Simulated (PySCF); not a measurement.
`InChI=1S/C5H11FOSi/c1-2-8-5(3-6)4-7-8/h5,8H,2-4H2,1H3/t5-,8+/m1/s1`

Geometry:
```csv
atom,x (Å),y (Å),z (Å)
C1,-3.083,-0.372,-0.061
C2,-1.796,-0.016,-0.798
Si3,-0.266,-0.377,0.256
O4,0.008,0.666,1.511
C5,1.305,1.107,1.083
C6,1.416,0.380,-0.260
C7,2.597,-0.543,-0.395
F8,3.774,0.169,-0.527
H9,-3.154,0.185,0.870
H10,-3.955,-0.140,-0.669
H11,-3.103,-1.432,0.177
H12,-1.751,-0.588,-1.725
H13,-1.831,1.038,-1.078
H14,-0.170,-1.777,0.681
H15,1.311,2.194,1.019
H16,2.051,0.786,1.811
H17,1.403,1.073,-1.099
H18,2.720,-1.176,0.488
H19,2.516,-1.167,-1.291
```

Level of theory: TDDFT PBE0/def2-SVPD circular dichroism and optical rotation, one conformer, gas phase (PySCF 2.14.0). Geometry: GFN2-xTB.

The molecule is flexible and this is one conformer; a measurement averages over conformers. States above about 7.8 eV (minus the energy of the highest occupied orbital) lie near or above the ionisation threshold and depend on the basis.

Question: Draw the ECD and absorption spectra from the lowest 12 states, each a Gaussian of half-width 0.35 eV at 1/e height.

Answer: 
```
E (eV)  λ (nm)  Δε (L mol⁻¹ cm⁻¹)  ε (L mol⁻¹ cm⁻¹)
  5.87     211              -0.08              15.3
  5.97     208              -0.13              37.6
  6.07     204              -0.09              86.3
  6.17     201              +0.30               188
  6.27     198              +1.47               388
  6.37     195              +3.91               737
  6.47     192              +7.82              1250
  6.57     189             +12.67              1870
  6.67     186             +17.10              2440
  6.77     183             +19.55              2750
  6.87     180             +19.21              2750
  6.97     178             +16.54              2550
  7.07     175             +12.82              2380
  7.17     173              +9.26              2420
  7.27     171              +6.44              2690
  7.37     168              +4.43              3050
  7.47     166              +3.12              3330
  7.57     164              +2.27              3460
  7.67     162              +1.55              3520
  7.77     160              +0.50              3600
  7.87     158              -1.19              3750
  7.97     156              -3.55              3890
  8.07     154              -6.21              3890
  8.17     152              -8.57              3650
```
Δε uses R in velocity form, ε uses f in length form. Only the states computed contribute, so the short-wavelength end is incomplete.
